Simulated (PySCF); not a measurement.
## Te⁻ (tellurium, charge -1): UHF calculation

Configuration: [Kr] 4d10 5s2 5p5, 2P determinant. All numbers are calculated (PySCF 2.14, no relativity, point nucleus, in dyall-av2z (22s16p12d, 130 functions)).

```json
{
  "Total energy": "-6611.823613 hartree",
  "One-electron energy": "-9110.1432 hartree",
  "Hartree (Coulomb) energy": "2667.3322 hartree",
  "Exchange energy": "-169.0126 hartree",
  "Kinetic energy": "6611.83680 hartree",
  "⟨S²⟩": "0.7605",
  "⟨L²⟩": "2.037",
  "Sum of ⟨r⟩": "42.19 bohr",
  "Sum of ⟨r²⟩": "83.91 bohr²",
  "Traceless quadrupole moment −½Σ⟨3z² − r²⟩ along its main axis": "4.95 e·bohr²",
  "Density at the nucleus (Gaussians lack the cusp)": "98700 bohr⁻³",
  "Spin density at the nucleus": "-0.133 bohr⁻³",
  "Langevin diamagnetic susceptibility": "-66.5 ×10⁻⁶ cm³/mol"
}
```

```tsv
shell	electrons	mean orbital energy (eV)	spread (eV)	rms radius, mean of both spins (bohr)
1s α	1	-30766.6	0	0.0338
1s β	1	-30766.6	0	0.0338
2s α	1	-4693.7	0	0.136
2s β	1	-4693.7	0	0.136
2p α	3	-4393.8	0.070	0.118
2p β	3	-4393.8	0.019	0.118
3s α	1	-965.75	0	0.357
3s β	1	-965.70	0	0.357
3p α	3	-838.67	0.201	0.350
3p β	3	-838.59	0.024	0.350
3d α	5	-605.40	0.163	0.322
3d β	5	-605.37	0.105	0.322
4s α	1	-173.72	0	0.844
4s β	1	-173.58	0	0.844
4p α	3	-127.64	0.489	0.890
4p β	3	-127.47	0.064	0.890
4d α	5	-48.317	0.521	1.04
4d β	5	-48.200	0.322	1.04
5s α	1	-13.610	0	2.46
5s β	1	-11.416	0	2.46
5p α	3	-3.077	1.393	3.25
5p β	2	-2.103	0	3.25
```

A non-relativistic calculation at this Z misses sizeable relativistic shifts.

Spin-orbit constants ζ (cm⁻¹) from the X2C one-electron operator on these orbitals (non-relativistic here): bare nucleus, nucleus screened by l(l+1)(2l+1)/3 electrons, and screened by the Breit-Pauli mean field of the electrons.

```csv
shell,bare,screened nucleus,mean field
2p,1249000,1201000,1177000
3p,229900,221000,215700
3d,41060,33160,31970
4p,41390,39800,38740
4d,5496,4439,4197
5p,2837,2728,2645
```

To first order the Landé constant is A = -2645 cm⁻¹, so the lowest level has J = 3/2 and lies 0.164 eV below the centre of the term. First order in ζ underestimates the shift of the j = l − 1/2 level at high Z.
